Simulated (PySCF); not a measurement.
Several structures and their simulated spectra, in scrambled order.

A. 1,2-dimethoxyethane (COCCOC)
B. SMILES O=P(O)(O)c1ccccc1F
C. `C1(Cl)=CC=C([P@](C#C)(=O)O)C=C1`

Spectrum 1. 13C{1H} NMR (computed): δ 172.4 (C), 139.2 (CH), 135.7 (CH), 129.4 (CH), 128.7 (C), 121.2 (CH).

Spectrum 2. 13C{1H} NMR (computed): δ 74.2 (CH2), 61.4 (CH3).

Spectrum 3. 13C{1H} NMR (computed): δ 151.1 (C), 137.6 (C), 137.4 (CH), 134.4 (CH), 95.4 (CH), 84.9 (C).

Calculated, not measured (PySCF 2.14): geometry: GFN2-xTB, GIAO PBE0/pcSseg-1 shieldings. Non-relativistic Hamiltonian, gas phase, rapidly exchanging positions averaged, single conformer.

References, each an isolated molecule treated in the same way: TMS for 13C (186.93 ppm). Splittings of carbon signals by F and P are missing where no couplings were computed. Shifts are as computed. Against solution values, carbons near 30 ppm lie about +3 ppm off and those near 130 ppm about +5 ppm; carbons on Cl a further +6 ppm. Of 1211 compounds with measured shifts, 218 miss one by over three times the rms of a fit or turn the order of signals round; such compounds aren't used in these exercises. Carbons bonded to Cl come out too deshielded.

Task: Match each spectrum to its structure.

Result: 1–B, 2–A, 3–C.

- Spectrum 1 (B): 6 13C signals; δC 172.4 is an aromatic carbon bearing fluorine; δC 139.2 is an aromatic CH.
- Spectrum 2 (A): 2 13C signals; δC 74.2 is an sp3 CH2 bonded to O; δC 61.4 is a methyl carbon bonded to O.
- Spectrum 3 (C): 6 13C signals; δC 137.4 is an aromatic CH; δC 134.4 is an aromatic CH.
